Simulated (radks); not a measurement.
Trend from Mg to Ar: ionisation energy by Delta-SCF between NIST ground configurations, and size. Calculated with a radial shooting solver on a logarithmic mesh with Libxc functionals: non-relativistic Kohn-Sham, r2SCAN, spin-polarised, spherical densities, point nucleus; open shells are filled with parallel spins first; meta-GGA in the generalised Kohn-Sham scheme.

species,configuration,configuration of the ion,IE (eV),NIST (eV),kind,-e(HOMO) (eV),outermost,<r> outermost (bohr),r at 0.001 e/bohr^3 (bohr)
Mg,[Ne] 3s2,[Ne] 3s1,7.369,7.646,exp.,4.811 (3s),3s,3.18,4.55
Al,[Ne] 3s2 3p1,[Ne] 3s2,5.908,5.986,exp.,3.065 (3p),3p,3.37,4.57
Si,[Ne] 3s2 3p2,[Ne] 3s2 3p1,8.423,8.152,exp.,4.846 (3p),3p,2.72,4.42
P,[Ne] 3s2 3p3,[Ne] 3s2 3p2,10.915,10.487,exp.,6.696 (3p),3p,2.31,4.21
S,[Ne] 3s2 3p4,[Ne] 3s2 3p3,9.953,10.360,exp.,5.888 (3p),3p,2.12,4.05
Cl,[Ne] 3s2 3p5,[Ne] 3s2 3p4,13.116,12.968,exp.,8.302 (3p),3p,1.86,3.88
Ar,[Ar],[Ne] 3s2 3p5,16.171,15.760,exp.,10.727 (3p),3p,1.66,3.72

Reference values: NIST Atomic Spectra Database (exp. = measured, semi-emp. = semi-empirical, theory = theoretical value adopted there). Open shells are spherical and high-spin; term and fine-structure splittings are not resolved.
